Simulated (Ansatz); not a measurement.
Scan of H2Mg, singlet: symmetric bend, bond length relaxed. Scanned: H-Mg-H angle. Other coordinates (Mg-H bond length) were minimised at B3LYP/def2-TZVP.

Computed with: RKS-PBE/def2-TZVP = restricted PBE/def2-TZVP (Ansatz, a first-principles code); RKS-B3LYP/def2-TZVP = Ansatz with restricted B3LYP/def2-TZVP; FCI/def2-TZVP = full CI/def2-TZVP, frozen core (Ansatz).

Energies relative to the lowest point of each profile, in mEh; the last columns give the error against full CI:

| a / ° | RKS-PBE/def2-TZVP | RKS-B3LYP/def2-TZVP | FCI/def2-TZVP | RKS-PBE/def2-TZVP − FCI/def2-TZVP | RKS-B3LYP/def2-TZVP − FCI/def2-TZVP |
|---|---|---|---|---|---|
| 180 | 0.0 | 0.0 | 0.0 | 0.0 | 0.0 |
| 170.84 | 0.5 | 0.5 | 0.4 | 0.0 | 0.1 |
| 160.20 | 2.1 | 2.2 | 2.0 | 0.1 | 0.2 |
| 149.45 | 5.0 | 5.3 | 5.0 | 0.0 | 0.3 |
| 140.47 | 8.4 | 8.9 | 8.6 | -0.2 | 0.2 |
| 129.60 | 13.8 | 14.6 | 14.5 | -0.7 | 0.1 |
| 120.97 | 19.3 | 20.4 | 20.4 | -1.1 | 0.0 |
| 109.35 | 28.6 | 30.3 | 30.3 | -1.7 | 0.0 |
| 100.07 | 38.0 | 40.2 | 39.9 | -1.9 | 0.3 |
| 91.25 | 48.8 | 51.7 | 51.0 | -2.1 | 0.8 |
| 81.03 | 64.3 | 68.2 | 66.7 | -2.3 | 1.5 |
| 70.75 | 84.0 | 88.9 | 86.4 | -2.4 | 2.6 |
| 60 | 109.6 | 116.0 | 111.6 | -2.0 | 4.5 |

RKS-PBE/def2-TZVP is furthest from FCI/def2-TZVP at 70.75 (-2.4 mEh, below); its mean absolute error over the points is 1.1 mEh.

RKS-B3LYP/def2-TZVP is furthest from FCI/def2-TZVP at 60 (4.5 mEh, above); its mean absolute error over the points is 0.8 mEh.
